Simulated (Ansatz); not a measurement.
TeSe, multiplicity 3 (lowest of 2S+1 = 1, 3, 5 at CCSD(T)/def2-TZVPP on PBE0 minima; our sources give no spin for the ground state, which may be another), most abundant isotopes (79.9165 and 129.9062 u). Constants from fifth-degree fits in 1/R to seven points on the lowest solution found; no spin–orbit coupling, no relativity up to Kr; ω_e x_e and α_e move by some per cent with the fit.

Correlated levels freeze the inner cores; with def2 sets outer-core shells near the valence are correlated too. CBS: X⁻³ extrapolation of the correlation energy, Hartree–Fock from the larger set.

Run with Ansatz (Gaussian orbitals). Each number belongs to the level named beside it. In def2 rows elements past Kr take small-core potentials, without spin–orbit coupling.

```
level                                r_e (Å)  ω_e (cm⁻¹)  ω_e x_e (cm⁻¹)  α_e (cm⁻¹)
-----------------------------------  -------  ----------  --------------  ----------
PBE/def2-TZVPP                        2.3852       307.9           0.628    0.000164
CCSD(T)/CBS(def2-TZVPP, def2-QZVPP)   2.3470       326.4           0.652    0.000165
```

Question: Derive the rotational constants, the centrifugal constant, the fundamental, the zero-point energy and the force constant.

Answer: 
μ = 49.47821 u.
- PBE/def2-TZVPP: B_e = 16.8576/(μ r_e²) = 0.059887 cm⁻¹; B₀ = B_e − α_e/2 = 0.059805 cm⁻¹; D = 4B_e³/ω_e² = 9.06e-09 cm⁻¹; fundamental ω_e − 2ω_e x_e = 307 cm⁻¹; zero-point energy ω_e/2 − ω_e x_e/4 = 154 cm⁻¹; k = μ(2πcω_e)² = 276 N/m
- CCSD(T)/CBS(def2-TZVPP, def2-QZVPP): B_e = 16.8576/(μ r_e²) = 0.061850 cm⁻¹; B₀ = B_e − α_e/2 = 0.061767 cm⁻¹; D = 4B_e³/ω_e² = 8.88e-09 cm⁻¹; fundamental ω_e − 2ω_e x_e = 325 cm⁻¹; zero-point energy ω_e/2 − ω_e x_e/4 = 163 cm⁻¹; k = μ(2πcω_e)² = 311 N/m

Ansatz is a first-principles code.
